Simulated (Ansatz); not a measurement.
Results of the Gaussian-basis code of Ansatz.

Basis-set series for CH2BFN2, SMILES `FB1N=CN1`. The species carries charge 0 and has multiplicity 1. All single points use the PBE0-D4/def2-TZVP geometry.

Cartesian coordinates in Å:
```
F -2.009 0.358 -0.855
B -0.768 0.062 -0.582
N 0.527 0.464 -1.169
C 0.920 0.063 -0.007
N -0.166 -0.629 0.579
H 1.888 0.212 0.475
H -0.392 -0.529 1.560
```

```tsv
functional	basis	functions	energy (Eh)	HOMO (eV)	LUMO (eV)
PBE0-D4	def2-SVP	80	-273.05211	-7.46	-1.08
PBE0-D4	def2-QZVPP	345	-273.38392	-7.71	-1.29
ωB97M-V	def2-SVP	80	-273.26444	-9.71	1.23
ωB97M-V	def2-QZVPP	345	-273.60312	-9.99	0.90
```

(1) Give the rows for def2-TZVPP. (An estimate is asked.)

Results:

(1) The calculation gave: 
```json
{"functional": "PBE0-D4", "basis": "def2-TZVPP", "functions": "183", "energy (Eh)": "-273.36894", "HOMO (eV)": "-7.67", "LUMO (eV)": "-1.24"}
{"functional": "ωB97M-V", "basis": "def2-TZVPP", "functions": "183", "energy (Eh)": "-273.58921", "HOMO (eV)": "-9.95", "LUMO (eV)": "0.99"}
```

Positive LUMOs are unbound and depend on the basis.
